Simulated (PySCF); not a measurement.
# Se¹⁶⁺ (selenium, charge +16): Hartree-Fock from Schrödinger to Dirac-Coulomb

Occupied: 1s1/2, 2s1/2, 2p1/2, 2p3/2, 3s1/2, 3p1/2, 3p3/2. Hartree-Fock calculated with PySCF 2.14 in an even-tempered Gaussian basis (21 s from 0.64 bohr⁻², ratio 2.3; 16 p from 0.77 bohr⁻², ratio 2.3), Gaussian nucleus throughout. NR is non-relativistic, sf-X2C the spin-free one-electron X2C Hamiltonian, X2C adds the bare one-electron spin-orbit term, X2C-SNSO screens it by Boettger's factors, DC is four-component Dirac-Coulomb, and the Gaunt term is added at first order (total energies over the DC spinors, levels after relaxing the spinors in that mean field). QED terms are absent. Levels marked empty are virtual spinors of this ion; the basis has s and p functions only, so 3d, which can lie below the n = 4 levels, is absent.

```
Hamiltonian  E (hartree)  E − E(DC) (hartree)  CPU seconds
         NR   -2271.1384              29.1060         0.67
     sf-X2C   -2299.7079               0.5365         0.38
        X2C   -2299.8473               0.3971         0.59
   X2C-SNSO   -2299.8311               0.4133         0.59
         DC   -2300.2444               0.0000           36
   DC+Gaunt   -2298.9698               1.2746           59
```

```
   level (eV)        NR    sf-X2C       X2C  X2C-SNSO        DC  DC+Gaunt
        1s1/2  -13111.4  -13307.9  -13307.6  -13307.6  -13315.1  -13295.6
        2s1/2   -2221.7   -2267.9   -2267.8   -2267.8   -2268.6   -2267.0
        2p1/2   -2048.8   -2059.3   -2090.1   -2088.2   -2088.4   -2085.6
        2p3/2   -2048.8   -2059.3   -2044.5   -2045.4   -2045.9   -2044.0
        3s1/2   -715.80   -726.56   -726.54   -726.54   -726.68   -726.39
        3p1/2   -650.30   -653.40   -659.50   -659.13   -659.14   -658.62
        3p3/2   -650.30   -653.40   -650.48   -650.65   -650.74   -650.39
4s1/2 (empty)   -310.77   -314.13   -314.13   -314.13   -314.17   -314.08
4p1/2 (empty)   -289.43   -290.58   -292.33   -292.22   -292.23   -292.07
4p3/2 (empty)   -289.43   -290.58   -289.74   -289.79   -289.81   -289.71
```

```json
{"interval (eV)": "2p3/2 − 2p1/2", "sf-X2C": "-3.867e-13", "X2C": "45.62", "X2C-SNSO": "42.88", "DC": "42.45", "DC+Gaunt": "41.64"}
{"interval (eV)": "3p3/2 − 3p1/2", "sf-X2C": "-9.071e-10", "X2C": "9.018", "X2C-SNSO": "8.478", "DC": "8.392", "DC+Gaunt": "8.229"}
{"interval (eV)": "4p3/2 − 4p1/2", "sf-X2C": "-1.933e-10", "X2C": "2.592", "X2C-SNSO": "2.437", "DC": "2.414", "DC+Gaunt": "2.367"}
```

Weight of the small component: 1s1/2 0.0152, 2s1/2 0.00304, 2p1/2 0.00300, 2p3/2 0.00294, 3s1/2 0.000922, 3p1/2 0.000878, 3p3/2 0.000864, 4s1/2 0.000357, 4p1/2 0.000340, 4p3/2 0.000336.

Koopmans' value for the highest occupied level at DC+Gaunt: 650.39 eV, against an ionisation energy of 650.5 ± 2.1 eV (semi-empirical (NIST evaluation); NIST Atomic Spectra Database, ionization energies); the former lacks relaxation, correlation, QED and recoil.

The whole ladder took 110 s of wall time on 1 thread of Intel(R) Xeon(R) Platinum 8259CL CPU @ 2.50GHz (shared host), launched as `OMP_NUM_THREADS=1 python relrun2.py TASK.json OUT` (a driver that calls PySCF for each Hamiltonian).

Dirac-Coulomb iterations, started from the X2C spinors:

```
with_ssss True, with_gaunt False, with_breit False
light speed = 137.03599967994
init E= -2297.81956339968
cycle= 1 E= -2300.24430057907  delta_E= -2.42  |g|= 0.339  |ddm|= 0.0343
cycle= 2 E= -2300.24437713793  delta_E= -7.66e-05  |g|= 0.00779  |ddm|= 0.00561
cycle= 3 E= -2300.24437770651  delta_E= -5.69e-07  |g|= 0.000703  |ddm|= 0.00079
cycle= 4 E= -2300.24437771174  delta_E= -5.23e-09  |g|= 4.28e-06  |ddm|= 6.92e-05
```
